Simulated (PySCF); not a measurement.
Br₄Zr, SMILES [Br][Zr-]([Br])([Br])[Br] (connectivity only; charge and spin as stated), charge -1, multiplicity 2.

Geometry: B3LYP-D3(BJ)/def2-SVPD. The multiplicity is an assumed one; other spin states were not compared. The def2 effective core potentials stand for the cores of Zr; spin–orbit coupling is left out.

Computed with PySCF with PBE/def2-SVPD.

Isolated molecule, no solvent. A positive occupied level means that this level leaves the electron formally unbound; only the finite basis holds it.

- total energy = -10341.27891 hartree
- point group = D2d
- α spin, highest occupied and lowest empty level = 0.58 and 0.76 eV
- β spin, highest occupied and lowest empty level = -3.21 and 1.14 eV
- dipole moment about the centre of nuclear charge = 0.00 D
- mean static polarisability = 164.1 bohr³ (24.32 Å³)
- polarisability, principal values = 159.3, 166.6, 166.6 bohr³
- ⟨S²⟩ = 0.754 (pure state 0.75)
